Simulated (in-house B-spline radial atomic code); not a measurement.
Re²⁺. Computed with a B-spline radial atomic code. Model: non-relativistic spherical atom: semilocal Troullier-Martins pseudo-atom, one channel per l, against all electrons, high spin, G0W0 and RPA with empty states to l = 8, local potential for every l without a channel, a model core (radius 0 = none) keeps its share of the functional.

Without relativity these are model numbers for so heavy an element.

What the tables leave out is listed at the end.

The pseudopotential gives back the lowest level of each angular momentum of its own functional in the configuration it was made in; a second state of the same l is only approximately right. Exact exchange, RPA and GW see the smooth pseudo-orbitals and miss the exchange with the core, for which the functional's share stands in. The column with an uncorrelated core keeps all orbitals and exact exchange, and so separates missing core correlation from pseudisation. Only the three outermost levels and the lowest empty one were computed. RPA here is direct RPA, with no exchange kernel, and its energies carry an (l + 1/2)⁻⁴ tail. A hybrid on a potential with a model core restores only its own semilocal share of the core's exchange.

Command:
```bash
python run_psgw.py task.json out
```
Settings (lengths in bohr, energies in hartree):
```
Z                      75
electrons              73
configuration          [Xe] 4f14 5d5
generated_in           [Xe] 4f14 5d5 6s2
functional             pbe,pbe
core_shells            9
radius_factor          1.15
core_correction        True
```

Time taken, with all properties: 62 s on 1 thread of Arm Neoverse N1, with other jobs on the host.

Given: made with PBE; model core radius 0.61 bohr; local radius 1.243 bohr; mean-field start PBE0.

Valence shells of the generating configuration: 5s, 4f, 5p, 5d, 6s.

Channel: s 1.18, p 1.279, d 1.596, f 1.599 (radii in bohr).

Computed: largest level miss in the spin-unpolarised generating configuration 0.072 eV; valence RPA correlation energy pseudo -2.418 hartree; all-electron RPA polarisability, core included 8.0611 bohr³; pseudo-atom RPA polarisability 7.6482 bohr³.

| level | occupied | mean-field all-electron (eV) | mean-field pseudo minus all (eV) | G0W0 all-electron (eV) | G0W0 uncorrelated core minus all (eV) | G0W0 pseudo minus all (eV) | exchange self-energy all-electron (eV) | exchange self-energy pseudo (eV) |
| --- | --- | --- | --- | --- | --- | --- | --- | --- |
| 5d up | 1 | -25.016 | -0.323 | -29.444 | -0.052 | -0.693 | -29.351 | -28.93 |
| 5p down | 1 | -60.018 | -0.136 | -64.945 | -0.062 | -0.861 | -38.271 | -35.036 |
| 5d down (empty) | 0 | -18.039 | -0.277 | -15.057 | -0.034 | -0.406 | -10.749 | -10.155 |

What is the valence RPA correlation energy all-electron orbitals?

-1.8723 hartree.

Among the listed levels the largest G0W0 shift of the pseudo-atom is -0.86 eV, for 5p down on the PBE0 start, while leaving the core uncorrelated moves that level by -0.06 eV. So pseudisation and the lost core exchange, not the missing core correlation, make the error. Not in the tables (levels of low weight, unsolved or above zero; the highest and the empty levels are kept at any weight): on PBE, a start not tabulated, the G0W0 levels 5d up (pseudo minus all -1.81 eV, weights 0.84 and 0.19), 5p down (pseudo minus all -1.01 eV, weights 0.83 and 0.84), 5p up (pseudo minus all -1.52 eV, weights 0.08 and 0.05), 5d down (pseudo minus all -0.55 eV, weights 0.83 and 0.76); on PBE0 the G0W0 levels 5p up (pseudo minus all +1.31 eV, weights 0.30 and 0.06); no Hartree-Fock pseudo-atom is run with a model core.
